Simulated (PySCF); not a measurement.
**Frontier orbitals and the lowest excitations**

C7H11F.
Atom-mapped SMILES: `[F:1][CH2:2][C:3]1=[CH:4][CH2:5][CH2:6][CH2:7][CH2:8]1` (hydrogens: H9, H10 on C2; H11 on C4; H12, H13 on C5; H14, H15 on C6; H16, H17 on C7; H18, H19 on C8)

Structure used (GFN2-xTB), in Å, numbered top down from 1:
```
atom  x, y, z in Å
F1     2.5580    2.0898   -0.2307
C2     2.3304    0.7417   -0.3450
C3     0.8907    0.3769   -0.1137
C4    -0.0348    1.2707    0.2018
C5    -1.4746    0.9317    0.4280
C6    -1.8159   -0.4531   -0.1143
C7    -0.7558   -1.4531    0.3326
C8     0.5907   -1.0873   -0.2859
H9     2.6484    0.4546   -1.3558
H10    2.9828    0.2498    0.3884
H11    0.2361    2.3101    0.3216
H12   -2.1048    1.6908   -0.0417
H13   -1.6761    0.9686    1.5041
H14   -2.8023   -0.7606    0.2372
H15   -1.8410   -0.4210   -1.2054
H16   -0.6754   -1.4288    1.4210
H17   -1.0356   -2.4662    0.0377
H18    1.3892   -1.6810    0.1675
H19    0.5802   -1.3246   -1.3549
```

Method used: TDDFT PBE0/def2-SVPD, vertical, gas phase, core orbitals frozen in the response in PySCF.

Kohn–Sham orbitals with the atoms that hold most of them (Löwdin shares over 4%, at most four atoms; ? is withheld):

| orbital | ε (eV) | atoms |
| --- | --- | --- |
| LUMO+2 | 1.18 | C5 11%, C2 11%, H9 9%, H14 9% |
| LUMO+1 | 0.77 | C2 13%, H18 12%, C4 12%, C3 11% |
| LUMO | 0.42 | C4 21%, C3 20%, C8 7%, C5 7% |
| HOMO | ? | ? |
| HOMO-1 | -8.67 | ? |
| HOMO-2 | -9.02 | C6 18%, C7 17%, C5 14%, C8 10% |
| HOMO-3 | -9.38 | C7 22%, C6 20%, H16 12%, H15 11% |

Task: Give the leading atoms of the HOMO-1.

Result: C5 (bonded to 2 C and 2 H) 12%; C8 (bonded to 2 C and 2 H) 12%; C3 (bonded to 3 C) 11%; C7 (bonded to 2 C and 2 H) 11%.

Task: Give the leading atoms of the HOMO.

Result: C4 (bonded to 2 C and H) 32%; C3 (bonded to 3 C) 32%; C5 (bonded to 2 C and 2 H) 8%; C2 (bonded to C, F and 2 H) 6%.

Task: What is the HOMO energy, and the HOMO–LUMO gap?

Result: ε(HOMO) = -6.91 eV; the gap is 7.34 eV (0.2697 hartree).

Task: How does S1 compare with the orbital gap of 7.34 eV?

Result: S1 is at 6.41 eV (f = 0.028), 0.93 eV below the gap, made of HOMO→LUMO (59%), HOMO→LUMO+1 (38%). 

Next come S2 at 6.92 eV (f 0.179), HOMO→LUMO+1 (46%), HOMO→LUMO (29%), HOMO→LUMO+2 (19%); S3 at 7.10 eV (f 0.069), HOMO→LUMO+2 (74%); S4 at 7.26 eV (f 0.021), HOMO→LUMO+3 (85%); S5 at 7.49 eV (f 0.013), HOMO→LUMO+4 (92%).

On one thread of an Arm Neoverse V1, shared host, this took 50 s and 1.1 GiB of memory at its peak.

One conformer stands for the species.
